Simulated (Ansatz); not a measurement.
TeAu2⁺. The state is a doublet with charge 1. Geometry PBE0-D4/def2-TZVP, that of the neutral singlet; atoms count from 1.

```xyz
3

Au    1.6287   -0.4923   -0.6752
Au   -1.5616   -0.7222    0.6250
Te   -0.0671    1.2145    0.0502
```

In the def2 sets Au, Te take a core potential; there is no spin–orbit coupling. The structure comes from a short search, and lower isomers may exist.

Estimate the Mulliken populations from the PBE0/def2-TZVP orbitals of Ansatz.


```csv
atom,charge (e),spin (α − β),d electrons
Au1,0.47,0.02,9.74
Au2,0.47,0.02,9.74
Te3,0.06,0.97,–
```
Mulliken values depend strongly on the basis.

Where does the spin sit?

Summed by element: Au 0.03, Te 0.97, of 1 unpaired in all. Largest on single atoms: Te3 0.97, Au1 0.02, Au2 0.02.

And the Mayer bond orders between heavy atoms (over 0.3)?

Au1–Te3 1.14 (2.51 Å); Au2–Te3 1.14 (2.51 Å).
